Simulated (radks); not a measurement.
Values are calculated unless marked as measured or tabulated.
Coulomb parameter of the 4f shell of the neodymium ion Nd+ in the model configuration [Xe] 4f3 5d1 6s1, as a second difference U = [E(n + 0.5) + E(n - 0.5) - 2 E(n)] / (0.5)^2 with all orbitals relaxed. "Bare": the charge of the atom changes with n. "Screened": the 5d shell takes up the change at fixed total charge, which measures U(4f,4f) + U(5d,5d) - 2 U(4f,5d). Code: a radial shooting solver on a logarithmic mesh with Libxc functionals. Model: scalar-relativistic Kohn-Sham, LDA (Slater exchange, Perdew-Wang correlation), spin-unpolarised, spherical densities, finite nucleus; Fermi nuclear charge, rms radius 4.9123 fm.

case                  configuration  E - E(n) (eV)
start              [Xe] 4f3 5d1 6s1          0.000
bare +0.5        [Xe] 4f3.5 5d1 6s1         -4.891
bare -0.5        [Xe] 4f2.5 5d1 6s1          8.575
screened +0.5  [Xe] 4f3.5 5d0.5 6s1         -1.703
screened -0.5  [Xe] 4f2.5 5d1.5 6s1          2.871

U(bare) = 14.738 eV, U(screened by 5d) = 4.672 eV, against the Slater integral F0(4f,4f) = 25.605 eV with frozen orbitals.
